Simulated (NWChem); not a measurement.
System: C$_{2}$H$_{2}$ClF$_{3}$; SMILES FC(F)[C@H](F)Cl

Input file for NWChem:

```
start job
memory heap 200 mb stack 900 mb global 1100 mb
geometry units angstroms noautosym nocenter noautoz
  F     -0.231091    -2.034321     0.614898
  C      0.457306    -0.909418     0.262989
  F      0.918148    -1.059710    -1.001605
  C     -0.507768     0.282359     0.342463
  F     -1.490028     0.143782    -0.583215
  Cl     0.403922     1.805132     0.078450
  H      1.316039    -0.772046     0.959883
  H     -0.956338     0.339475     1.357009
end
basis spherical
  F library 6-31g*
  C library 6-31g*
  Cl library 6-31g*
  H library 6-31g*
end
dft
  xc hfexch
  iterations 150
  mulliken
end
task dft energy
esp
  recalculate
  probe 0.07
  range 0.3
  factor 1.0
  spacing 0.02
end
task esp
```

Parts of the log:

```
             Northwest Computational Chemistry Package (NWChem) 7.3.0
             --------------------------------------------------------

                             Geometry "geometry" -> ""
                             -------------------------

 Output coordinates in angstroms (scale by  1.889725989 to convert to a.u.)

  No.       Tag          Charge          X              Y              Z
 ---- ---------------- ---------- -------------- -------------- --------------
    1 F                    9.0000    -0.23109100    -2.03432100     0.61489800
    2 C                    6.0000     0.45730600    -0.90941800     0.26298900
    3 F                    9.0000     0.91814800    -1.05971000    -1.00160500
    4 C                    6.0000    -0.50776800     0.28235900     0.34246300
    5 F                    9.0000    -1.49002800     0.14378200    -0.58321500
    6 Cl                  17.0000     0.40392200     1.80513200     0.07845000
    7 H                    1.0000     1.31603900    -0.77204600     0.95988300
    8 H                    1.0000    -0.95633800     0.33947500     1.35700900

 Effective nuclear repulsion energy (a.u.)     317.4553016220

  xc_inp: hfexch multiplicative factor not found.

                                 NWChem DFT Module
                                 -----------------

 Summary of "ao basis" -> "ao basis" (spherical)
 ------------------------------------------------------------------------------
       Tag                 Description            Shells   Functions and Types
 ---------------- ------------------------------  ------  ---------------------
 F                           6-31g*                  6       14   3s2p1d
 C                           6-31g*                  6       14   3s2p1d
 Cl                          6-31g*                  8       18   4s3p1d
 H                           6-31g*                  2        2   2s

            General Information
            -------------------
          SCF calculation type: DFT
          Wavefunction type:  closed shell.
          No. of atoms     :     8
          No. of electrons :    58
           Alpha electrons :    29
            Beta electrons :    29
          Charge           :     0
          Spin multiplicity:     1
          Use of symmetry is: off; symmetry adaption is: off
          Maximum number of iterations: 150
          AO basis - number of functions:    92
                     number of shells:    42
          Convergence on energy requested:  1.00D-06
          Convergence on density requested:  1.00D-05
          Convergence on gradient requested:  5.00D-04

              XC Information
              --------------
                     Hartree-Fock (Exact) Exchange  1.000

      Superposition of Atomic Density Guess
      -------------------------------------

 Sum of atomic energies:        -833.88455216

      Non-variational initial energy
      ------------------------------

 Total energy =    -835.625125
 1-e energy   =   -1787.925705
 2-e energy   =     634.845278
 HOMO         =      -0.322952
 LUMO         =       0.094866

     ---------------------------------------------
      Total Density - Mulliken Population Analysis
     ---------------------------------------------

    Atom       Charge   Shell Charges
 -----------   ------   -------------------------------------------------------
    1 F    9     9.50   2.00  0.94  3.41  1.01  2.13  0.01
    2 C    6     5.05   2.00  0.66  1.40  0.44  0.46  0.09
    3 F    9     9.49   2.00  0.94  3.41  1.01  2.12  0.01
    4 C    6     5.49   2.00  0.66  1.45  0.59  0.72  0.07
    5 F    9     9.48   2.00  0.94  3.41  1.01  2.11  0.01
    6 Cl  17    17.26   2.00  2.00  5.98  1.39  3.67  0.54  1.67  0.01
    7 H    1     0.89   0.49  0.40
    8 H    1     0.84   0.48  0.35

[...]

                     NWChem Electrostatic Potential Fit Module
                     -----------------------------------------

 Atom parameters

 Number of atoms is                                    8
 Number of basis functions is                         92

 Grid parameters

 Maximum number of grid points is                  34545
 Number of grid points is                          34544
 Grid range                                     0.300000 nm
 Grid spacing                                   0.020000 nm
 Probe radius                                   0.070000 nm
 Atom radius factor                             1.000000

 Atomic radii

    1    0.100000
    6    0.147000
    9    0.128000
   17    0.169000
 FASTESP  F
  using M.O. file = ./job.movecs

    Atom              Coordinates                           Charge

                                                  ESP

    1 F    -0.023109   -0.203432    0.061490   -0.284915
    2 C     0.045731   -0.090942    0.026299    0.594175
    3 F     0.091815   -0.105971   -0.100161   -0.265103
    4 C    -0.050777    0.028236    0.034246    0.275823
    5 F    -0.149003    0.014378   -0.058322   -0.207632
    6 Cl    0.040392    0.180513    0.007845   -0.182253
    7 H     0.131604   -0.077205    0.095988   -0.001446
    8 H    -0.095634    0.033948    0.135701    0.071350
                                            ------------
                                                0.000000

 Dipole moment                                  1.058353

 Quadrupole moment Qxx                          3.124068
                   Qyy                         -7.776467
                   Qzz                          4.652399

 RMS deviation kJ/mol                           0.069946

 RRMS %                                        23.780503
```

Level: Hartree-Fock/6-31G* (spherical d). Geometry: optimised at PBE-D3(BJ)/def2-SVP.
